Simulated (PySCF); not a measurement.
F4Se, SMILES F[Se](F)(F)F (connectivity only; charge and spin as stated), charge +1, multiplicity 2.

Coordinates come from a B3LYP-D3(BJ)/def2-SVP optimisation. The multiplicity is an assumed one; other spin states were not compared. The isomer is the one that the SMILES or the coordinates give; other isomers of the formula were not compared.

Level of theory: PySCF with PBE/def2-TZVP.

| Quantity | Result |
|---|---|
| total energy | -2799.93070 hartree |
| point group | C2v |
| α spin, highest occupied and lowest empty level | -16.15 and -10.81 eV |
| β spin, highest occupied and lowest empty level | -17.61 and -15.00 eV |
| dipole moment about the centre of nuclear charge | 1.14 D |
| mean static polarisability | 30.0 bohr³ (4.45 Å³) |
| polarisability, principal values | 23.5, 26.8, 39.8 bohr³ |
| ⟨S²⟩ | 0.753 (pure state 0.75) |
